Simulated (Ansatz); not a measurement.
SiTe₂ (the lowest singlet isomer of a short search). Charge 0, multiplicity 1. Geometry r2SCAN-D4/def2-TZVP, basis def2-TZVP, Ansatz.

Cartesian coordinates in Å:
```
Si -0.394 1.303 0.195
Te 0.930 -0.261 -1.222
Te -0.536 -1.041 1.027
```

```json
{"run": "A", "HOMO (eV)": "-4.98", "LUMO (eV)": "-3.49"}
{"run": "B", "HOMO (eV)": "-5.20", "LUMO (eV)": "-3.47"}
{"run": "C", "HOMO (eV)": "-6.61", "LUMO (eV)": "-1.98"}
{"run": "D", "HOMO (eV)": "-7.82", "LUMO (eV)": "0.07"}
{"run": "E", "HOMO (eV)": "-5.89", "LUMO (eV)": "-2.83"}
{"run": "F", "HOMO (eV)": "-5.14", "LUMO (eV)": "-3.66"}
```

In the def2 sets Te takes a core potential; there is no spin–orbit coupling. The structure comes from a short search, and lower isomers may exist.

**Question.** The runs used BHLYP, HF, LDA (SPW92), PBE, PBE0, r2SCAN. Estimate which is which.

**Answer.** A PBE (0 % exact exchange); B r2SCAN (0 % exact exchange); C BHLYP (50 % exact exchange); D HF (100 % exact exchange); E PBE0 (25 % exact exchange); F LDA (SPW92) (0 % exact exchange). Exact exchange lowers occupied and raises empty levels; among semilocal functionals meta-GGAs tend to open the gap a little, and such runs are hard to tell apart. The gap grows from 1.47 eV (LDA (SPW92)) to 7.90 eV (HF).
